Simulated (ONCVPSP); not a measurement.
**C ONCV: all-electron and pseudo phase curves**

```json
{
 "Element": "carbon",
 "Generator": "ONCVPSP 4.0.1",
 "Type": "optimised norm-conserving Vanderbilt (ONCV)",
 "Functional": "LDA (Perdew-Wang 92)",
 "Relativity": "scalar-relativistic",
 "Frozen core": "[He]",
 "Valence charge": "4",
 "Reference configuration": "2s2 2p2",
 "Partial waves": "2s: rc 1.25 bohr, ncon 4, nbas 9, qcut 5.2 1/bohr, 2 projectors, debl 1.4 Ha; 2p: rc 3.05 bohr, ncon 4, nbas 8, qcut 5.4 1/bohr, 1 projector; d scattering state at 0.03 Ha: rc 2.80 bohr, ncon 3, nbas 7, qcut 3.1 1/bohr, 2 projectors, debl 1.4 Ha",
 "Local potential": "polynomial inside 1.15 bohr (lpopt 5, dvloc0 6 Ha)",
 "Core correction": "Teter function, fcfact 4.5, rcfact 1.2"
}
```

The phase is arctan(r·R′/R) of the radial function R(r), unwrapped; energies in Ha, scanned from -2 to 5 Ha. A pole is an energy at which the radial function vanishes at the test radius. The pseudo phase is shifted by a multiple of π to meet the all-electron one at the reference energy, and phase errors are pseudo minus all-electron; the curves can meet again beyond the range given. Levels narrower than the energy grid can be missing from the lists of poles.

**Question.** For each channel, where are the poles, and over which energies does the pseudopotential scatter like the atom?

**Answer.**

```
channel  radius (bohr)  reference energy (Ha)  poles, all-electron  poles, pseudo  unbroken range about the reference energy with phases within 0.05 rad  phase error 1 Ha above the reference energy (rad)
      s           1.27                  -0.50                 2.73           2.72                                                        the whole range                                             -0.000
      p           3.09                  -0.20    -0.10, 1.49, 4.19    -0.10, 1.80                                                              below 0.2                                             +0.116
      d           2.84                   0.03           1.30, 3.89     1.30, 3.92                                                              below 5.0                                             -0.000
```

Phases in the p channel:

| E (Ha) | all-electron | pseudo |
| --- | --- | --- |
| -1.98 | 1.372 | 1.372 |
| -1.62 | 1.345 | 1.345 |
| -1.26 | 1.303 | 1.303 |
| -0.90 | 1.226 | 1.227 |
| -0.54 | 1.001 | 1.005 |
| -0.18 | -1.309 | -1.309 |
| 0.18 | -2.068 | -2.025 |
| 0.54 | -3.770 | -3.469 |
| 0.90 | -4.472 | -4.380 |
| 1.26 | -4.645 | -4.582 |
| 1.62 | -4.747 | -4.677 |
| 1.98 | -4.858 | -4.744 |
| 2.34 | -5.146 | -4.813 |
| 2.70 | -7.054 | -4.921 |
| 3.06 | -7.626 | -5.238 |
| 3.42 | -7.747 | -6.966 |
| 3.78 | -7.806 | -7.574 |
| 4.14 | -7.848 | -7.709 |
| 4.50 | -7.887 | -7.771 |
| 4.86 | -7.934 | -7.810 |
